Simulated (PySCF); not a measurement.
Gas-phase equilibrium of 1 mol SnCl4, 4.4 mol H2 at 1800 K and 0.0100 bar, among 14 species (SnCl4, HCl, SnH2, SnHCl3, SnCl3, H, H2, SnH4, SnCl2, SnH2Cl2, Cl, Cl2, SnH3Cl, SnHCl). Only gases are allowed; each row takes one source of thermochemistry for all species, and Cantera finds the minimum.

Energies from PySCF, thermal terms from the rigid-rotor harmonic-oscillator model, ideal gas at 1 bar. † marks an energy on the PBE0/def2-TZVP geometry and frequencies. MP2 freezes the core. Open shells (unrestricted) among the columns below: H (multiplicity 2), Cl (multiplicity 2, electronic degeneracy 6); the rest are closed-shell singlets. Spin-orbit splitting is ignored; it lowers the true energy and changes the entropy of Cl. B3LYP is the form with VWN-RPA correlation. Sn: scalar-relativistic def2 core potential, no spin-orbit coupling. SnH2, SnHCl: computed as isolated molecules; such fragments, hydroxides, amides, oligomers or adducts are transient or little studied in the gas. MP2 isn't extrapolated to the basis-set limit. The harmonic model lacks anharmonicity and excited electronic states, which grow with temperature; levels with a mode under 35 cm⁻¹ are left out. Soft modes under 120 cm⁻¹ make the harmonic entropy rough for SnCl2.

Molecules larger than those listed are left out.

With B3LYP/def2-TZVP† thermochemistry: H2 0.53, HCl 0.31, SnCl2 0.16, Cl 0.0029, H 0.0025, SnHCl 0.00022, SnH2 1.7e-7.

Problem. How far does the composition move with the other sources (HF/def2-TZVP†, MP2/def2-SVP†, LDA/def2-TZVP†, ωB97M-V/def2-TZVP†)?

Solution. 
```csv
thermochemistry,x H2,x HCl,x SnCl2,x Cl,x H,x SnHCl,x SnH2
B3LYP/def2-TZVP†,0.53,0.31,0.16,0.0029,0.0025,0.00022,1.7e-7
HF/def2-TZVP†,0.48,0.18,0.14,0.10,0.10,0.00095,2.8e-6
MP2/def2-SVP†,0.52,0.31,0.15,0.0034,0.013,0.00043,9.0e-7
LDA/def2-TZVP†,0.53,0.31,0.16,6.2e-5,0.0017,0.00024,2.6e-7
ωB97M-V/def2-TZVP†,0.53,0.31,0.16,0.0012,0.0033,0.00025,2.4e-7
```
The most sensitive of these is Cl: it spans a factor of 10^3.2 over these rows; at this temperature one factor of ten is RT ln 10 = 34 kJ/mol.
